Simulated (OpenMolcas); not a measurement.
Computed levels of 4f² in ions with 56 electrons, in cm-1 above ³H₄.

```
Program             : OpenMolcas 26.06
Method              : XMS-CASPT2, IPEA 0.25 Eh, imaginary shift 0.1 Eh
Basis               : ANO-RCC-VTZP
Scalar Hamiltonian  : DKH2, point nucleus
Spin-orbit coupling : state interaction with AMFI integrals over the reference wave functions, term energies averaged over their components
```

Active space for each ion: 2 electrons in 7 orbitals (4f); closed shells correlated by CASPT2: 5s 5p.

```csv
Level,Ce2+,Nd4+
³H₅,1690,3010
³H₆,3450,6120
³F₂,5010,6710
³F₃,6100,8690
¹D₂,15710,23380
¹I₆,19320,29660
³P₀,21060,29000
³P₁,21550,29920
³P₂,22390,31620
```

Question: Estimate ³H₆, ³F₂, ³F₃ for Pr3+ from its neighbours Ce2+ and Nd4+.

Answer: ³H₆ is fine structure, which grows about as the fourth power of a screened charge, so the fourth roots are averaged: ((3450^0.25 + 6120^0.25) / 2)^4 = 4642. The calculation gives 4700, so the estimate is off by -1.2 %; the measured value is 4389 (Martin, Zalubas and Hagan, Atomic Energy Levels: The Rare-Earth Elements, NSRDS-NBS 60 (1978)).
³F₂ is another term, which grows about linearly with the charge: (5010 + 6710) / 2 = 5860. The calculation gives 5880, so the estimate is off by -0.3 %; the measured value is 4997 (Martin, Zalubas and Hagan, Atomic Energy Levels: The Rare-Earth Elements, NSRDS-NBS 60 (1978)).
³F₃ is another term, which grows about linearly with the charge: (6100 + 8690) / 2 = 7395. The calculation gives 7380, so the estimate is off by +0.2 %; the measured value is 6415 (Martin, Zalubas and Hagan, Atomic Energy Levels: The Rare-Earth Elements, NSRDS-NBS 60 (1978)).

CASPT2 breaks the degeneracy within a term, and the mean is taken; among the terms shown or strongly mixed into the levels shown the widest spread is 610 cm-1 (4f² ³H, Ce2+). Some terms miss by over 15 % even with CASPT2, which points to a basis or an active space too small for the shells correlated. Some levels mix across a computed gap that differs much from the measured one, so their mixing is not that of the real levels (holds for Ce2+). Measured partners are found by configuration, term and J. A level has none where our copy of the source lacks it or the pairing is in doubt (some pairs that miss far off the trend of their configuration count as doubtful), and it then counts in no deviation. Levels of configurations outside the active space are missing.
